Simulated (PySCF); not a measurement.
**F (fluorine, neutral) across methods**

[He] 2s1 2p6, 2S determinant (an excited configuration). Calculation: PySCF 2.14, in x2c-QZVPPall; scalar relativity by spin-free X2C-1e.

```json
{"method": "LC-wPBE", "E (hartree)": "-99.0920", "mean ε 2s α (eV)": "-37.332", "mean ε 2p α (eV)": "-17.618", "mean ε 2p β (eV)": "-15.549", "Σ⟨r²⟩ (bohr²)": "10.88", "⟨S²⟩": "0.753"}
{"method": "MN15", "E (hartree)": "-99.1444", "mean ε 2s α (eV)": "-34.413", "mean ε 2p α (eV)": "-15.492", "mean ε 2p β (eV)": "-13.761", "Σ⟨r²⟩ (bohr²)": "10.78", "⟨S²⟩": "0.752"}
{"method": "r2SCAN", "E (hartree)": "-99.0601", "mean ε 2s α (eV)": "-33.334", "mean ε 2p α (eV)": "-13.140", "mean ε 2p β (eV)": "-10.853", "Σ⟨r²⟩ (bohr²)": "10.82", "⟨S²⟩": "0.757"}
{"method": "PBE0", "E (hartree)": "-99.0259", "mean ε 2s α (eV)": "-35.423", "mean ε 2p α (eV)": "-14.959", "mean ε 2p β (eV)": "-12.315", "Σ⟨r²⟩ (bohr²)": "10.86", "⟨S²⟩": "0.756"}
{"method": "M06", "E (hartree)": "-99.0902", "mean ε 2s α (eV)": "-35.448", "mean ε 2p α (eV)": "-14.987", "mean ε 2p β (eV)": "-12.155", "Σ⟨r²⟩ (bohr²)": "10.80", "⟨S²⟩": "0.757"}
{"method": "BHandHLYP", "E (hartree)": "-99.0534", "mean ε 2s α (eV)": "-39.450", "mean ε 2p α (eV)": "-17.619", "mean ε 2p β (eV)": "-14.000", "Σ⟨r²⟩ (bohr²)": "10.85", "⟨S²⟩": "0.760"}
{"method": "PBE", "E (hartree)": "-99.0665", "mean ε 2s α (eV)": "-31.335", "mean ε 2p α (eV)": "-12.350", "mean ε 2p β (eV)": "-10.598", "Σ⟨r²⟩ (bohr²)": "10.97", "⟨S²⟩": "0.753"}
{"method": "LDA", "E (hartree)": "-98.5269", "mean ε 2s α (eV)": "-31.026", "mean ε 2p α (eV)": "-12.487", "mean ε 2p β (eV)": "-10.819", "Σ⟨r²⟩ (bohr²)": "11.00", "⟨S²⟩": "0.753"}
```

(1) Estimate the same row for UHF.

Results:

(1) E (hartree) = -98.62281; mean ε 2s α (eV) = -47.183; mean ε 2p α (eV) = -22.342; mean ε 2p β (eV) = -16.242; Σ⟨r²⟩ (bohr²) = 10.81; ⟨S²⟩ = 0.774.
